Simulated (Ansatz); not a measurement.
Correlation energies of CH2Cl2FGa (`F[CH](Cl)[GaH][Cl]`) by basis set

```xyz
7

F     1.272    1.301   -0.597
C     0.017    0.884   -0.304
Cl   -0.427    1.434    1.362
Ga   -0.211   -1.072    0.000
Cl    1.592   -2.099    0.505
H    -0.684    1.389   -0.970
H    -1.560   -1.837    0.003
```

Charge 0, multiplicity 1. Correlated methods include outer-core shells of Ga, which these sets cover unevenly. Scalar relativity is left out up to krypton. The structure was optimised at the PBE0-D4/def2-TZVP level. It is one conformer, not always the lowest. Frozen core, restricted reference, Ansatz 0.2.0.

```csv
basis,HF (Eh),MP2 corr.
def2-SVP,-2980.10463,-0.79328
def2-TZVPP,-2980.84011,-1.01406
def2-QZVPP,-2980.91181,-1.33634
```

Estimate the CCSD correlation energy and the (T) correction in each basis where they were run (hartree).


| basis | CCSD corr. | (T) |
| --- | --- | --- |
| def2-SVP | -0.82220 | -0.02172 |
| def2-TZVPP | -1.04942 | -0.04290 |
